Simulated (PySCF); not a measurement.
## Bonding in `O=CC(=O)C#C[Si@H]([SiH3])P`

Compound: C4H7O2PSi2.
Atom-mapped SMILES: `[O:1]=[CH:2][C:3](=[O:4])[C:5]#[C:6][Si@H:7]([SiH3:8])[PH2:9]` (hydrogens: H10 on C2; H11 on Si7; H12, H13, H14 on Si8; H15, H16 on P9)

Cartesian coordinates in Å at the GFN2-xTB level; atoms count from 1:
```xyz
16
C4H7O2PSi2 angstrom
O      2.4711   -1.7570    0.6891
C      3.2578   -0.9287    0.3292
C      2.8935    0.4671   -0.1817
O      3.7605    1.2640   -0.4662
C      1.4908    0.6769   -0.2754
C      0.2853    0.8053   -0.3387
Si    -1.5656    0.8034   -0.4569
Si    -2.4712    0.2063    1.6078
P     -2.0918   -0.6688   -2.0885
H      4.3515   -1.0925    0.3344
H     -1.8979    2.1259   -1.0110
H     -1.9060   -1.0452    2.1122
H     -3.9228    0.0426    1.5012
H     -2.2045    1.2641    2.5812
H     -0.9799   -0.4043   -2.8670
H     -1.4782   -1.7502   -1.4810
```

Bond orders from the PBE0/pcSseg-1 density (PySCF). Isolated species at its GFN2-xTB geometry (one conformer only).

(1) Where do the orders between heavy atoms depart from those drawn in the SMILES?

(2) Give the Mayer order of every bond, beside its length.

Answers

(1) The largest departure is 0.622, at C5–C6 (drawn triple, 2.378). Drawn double or triple, more than 0.30 short of the drawn order: C5–C6 (2.378).

(2) 
| bond | drawn as | length (Å) | Mayer order |
| --- | --- | --- | --- |
| O1–C2 | double | 1.198 | 2.053 |
| C2–C3 | single | 1.530 | 0.921 |
| C3–O4 | double | 1.212 | 1.934 |
| C3–C5 | single | 1.421 | 0.922 |
| C5–C6 | triple | 1.214 | 2.378 |
| C6–Si7 | single | 1.855 | 0.893 |
| Si7–Si8 | single | 2.332 | 0.889 |
| Si7–P9 | single | 2.260 | 0.991 |
| C2–H10 | single | 1.106 | 0.933 |
| Si7–H11 | single | 1.472 | 0.933 |
| Si8–H12 | single | 1.463 | 0.934 |
| Si8–H13 | single | 1.465 | 0.928 |
| Si8–H14 | single | 1.462 | 0.930 |
| P9–H15 | single | 1.383 | 0.933 |
| P9–H16 | single | 1.384 | 0.924 |

Bonds between the same two heavy elements. C–O: lowest C3–O4 (1.934, 1.212 Å), highest O1–C2 (2.053, 1.198 Å). C–C: lowest C2–C3 and C3–C5 (0.921, 1.530 Å), highest C5–C6 (2.378, 1.214 Å). Bonds named together lie within 0.004.

Problem. Sum the orders of all bonds at each heavy atom with more than one neighbour and set the sums beside the valence in the SMILES.

Solution. C2 3.907 (drawn 4), C3 3.777 (drawn 4), C5 3.300 (drawn 4), C6 3.271 (drawn 4), Si7 3.706 (drawn 4), Si8 3.681 (drawn 4), P9 2.848 (drawn 3). Orders between atoms that aren't bonded are not in these sums.

For a closed shell the Mayer order of atoms A and B is Σ (PS)μν (PS)νμ over the basis functions μ on A and ν on B, with P the density and S the overlap matrix.
